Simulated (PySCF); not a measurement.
System: sum formula SiN₂H₄Cl, net charge 0, doublet state. It need not be the lowest isomer of its formula. 
Geometry from a B3LYP-D3(BJ)/def2-TZVP (Ansatz) optimisation:
```xyz
8

Si    -0.0894     0.0972    -0.5842
Cl     0.1527     0.9337     1.3330
N      1.2892    -0.9081    -0.7773
N     -1.4445    -0.9185    -0.8101
H      1.4013    -1.4377    -1.6289
H      2.1759    -0.6283    -0.3872
H     -1.4683    -1.8472    -0.4119
H     -2.3661    -0.5352    -0.9428
```
Charge 0, spin multiplicity 2.

Dispersion corrections to the total energy (kcal/mol) from the dftd3 and dftd4 libraries through PySCF: D3(BJ) without and D4 with the three-body term, each with the damping fitted for the functional named.

```
functional      D3(BJ)          D4
----------  ----------  ----------
HSE06            -3.00       -3.38
revPBE          -10.53      -12.66
TPSSh            -5.08       -5.24
B2GP-PLYP        -3.57       -1.80
PBE0        (withheld)       -3.62
PBE              -4.27  (withheld)
B3LYP            -7.80  (withheld)
```

Problem. What belongs in the gaps?

Solution. 
- PBE0, D3(BJ): -3.79
- PBE, D4: -4.29
- B3LYP, D4: -7.00
